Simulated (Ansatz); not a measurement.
Reaction (cleavage of the Si–Si bond): `B[Si](O)(F)[SiH3]` + `[OH][GeH]([OH])[OH]` → `[OH][GeH]([OH])[O][SiH3]` + `B[SiH](O)F`

Computed with Ansatz on PBE0-D4/def2-TZVP structures; ΔE is electronic, products minus reactants. CBS: MP2 limit from def2 TZ/QZ plus the TZ coupled-cluster correction, frozen cores. Functionals use def2-TZVPP. For Ge outer-core shells are correlated without core-valence functions, which leaves a few kJ/mol of doubt a bond. Scalar relativity is left out up to krypton. One conformer a species, not always the lowest.

| level | ΔE (kcal/mol) |
| --- | --- |
| PBE0 | -21.2 |
| CCSD(T)/def2-TZVPP | -26.4 |

**Question.** What does CCSD(T)/CBS give? (Best estimate.)

**Answer.** Computed: -26.1 kcal/mol. The listed levels differ from it by 4.9, -0.3 kcal/mol.

Largest T1 diagnostic among the species: 0.013.

From PBE to PBE0 (25 % exact exchange), in def2-TZVPP and without D4, ΔE moves by −2.5 kcal/mol. In def2-TZVPP, CCSD(T) changes the Hartree–Fock value by +6.4 kcal/mol (the triples alone add +0.9 kcal/mol) and MP2 by +4.5 kcal/mol.
